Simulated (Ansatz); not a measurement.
SnO₂. Charge 0, multiplicity 5. Geometry B3LYP-D4/def2-TZVP; atoms count from 1.

```
atom   x (Å)   y (Å)   z (Å)
 Sn1   0.353  -0.570  -0.209
  O2   1.175   0.705   1.247
  O3  -1.529  -0.134  -1.039
```

In the def2 sets Sn takes a core potential; there is no spin–orbit coupling. At PBE0-D4/def2-TZVP a singlet of charge 0 lies 3.87 eV below the quintet, each at its own geometry. The structure comes from a short search, and lower isomers may exist.

**Question.** Estimate the Mulliken populations from the PBE0/def2-TZVP orbitals of Ansatz.

**Answer.** 
```tsv
atom	charge (e)	spin (α − β)
Sn1	0.59	1.39
O2	-0.29	1.31
O3	-0.29	1.31
```
Mulliken values depend strongly on the basis.

**Question.** Where does the spin sit?

**Answer.** Summed by element: Sn 1.39, O 2.61, of 4 unpaired in all. Largest on single atoms: Sn1 1.39, O2 1.31, O3 1.31.

**Question.** And the Mayer bond orders between heavy atoms (over 0.3)?

**Answer.** Sn1–O2 0.82 (2.10 Å); Sn1–O3 0.82 (2.10 Å).
